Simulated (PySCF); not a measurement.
C2H5ClOSi2, SMILES O[SiH2]C#C[SiH2]Cl.

Coordinates come from a B3LYP-D3(BJ)/def2-SVP optimisation. The structure was generated by enumeration, and PubChem lists no compound with its InChIKey, so it may never have been made. Other conformers were not sampled.

Computed with HF/def2-TZVP (PySCF).

Gas-phase values at a fixed geometry.

The total energy comes out as -1191.04131 hartree. The highest occupied level is -11.11 eV and the lowest empty level is 2.05 eV. The orbital gap is 13.16 eV. The dipole moment comes out as 0.18 D, the quadrupole, principal values (traceless, Buckingham form, about the centre of nuclear charge) is -13.14, 2.42, 10.72 D·Å and the mean static polarisability is 81.7 bohr³ (12.11 Å³). The polarisability, principal values comes out as 62.9, 70.9, 111.3 bohr³.
